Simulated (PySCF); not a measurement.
TPSSh on Ge⁻ (germanium, charge -1), [Ar] 3d10 4s2 4p3, high-spin 4S determinant. Calculation: PySCF 2.14, in aug-cc-pwCVTZ-PP with ECP10MDF (8s7p6d4f1g, 96 functions); a scalar-relativistic core potential.

```
cycle= 1 E= -294.507768237873  delta_E= -0.0218  |g|= 0.0485  |ddm|= 0.503
cycle= 2 E= -294.507623015068  delta_E= 0.000145  |g|= 0.0723  |ddm|= 0.155
cycle= 3 E= -294.508143188888  delta_E= -0.00052  |g|= 0.00247  |ddm|= 0.0415
cycle= 4 E= -294.508144503573  delta_E= -1.31e-06  |g|= 0.00108  |ddm|= 0.00981
cycle= 5 E= -294.508145766427  delta_E= -1.26e-06  |g|= 0.000435  |ddm|= 0.00477
cycle= 6 E= -294.508145853773  delta_E= -8.73e-08  |g|= 7.99e-06  |ddm|= 0.000856
cycle= 7 E= -294.508145853828  delta_E= -5.49e-11  |g|= 4.34e-07  |ddm|= 5.69e-05
converged SCF energy = -294.508145853828  <S^2> = 3.7510526  2S+1 = 4.0005263
```

Highest occupied orbital energy: 0.894 eV; ⟨L²⟩ = 0.00; populations by l: s 4.00, p 9.00, d 10.00, f 0.00.

Question: Can this result be used?

Answer: With care. The calculation finished and met its thresholds. Energies and moments cover only the electrons outside the core potential. At TPSSh the highest occupied level has a positive energy, so only the finite basis holds that electron; in a semilocal or global hybrid functional this comes from self-interaction and does not mean that the real anion is unbound.
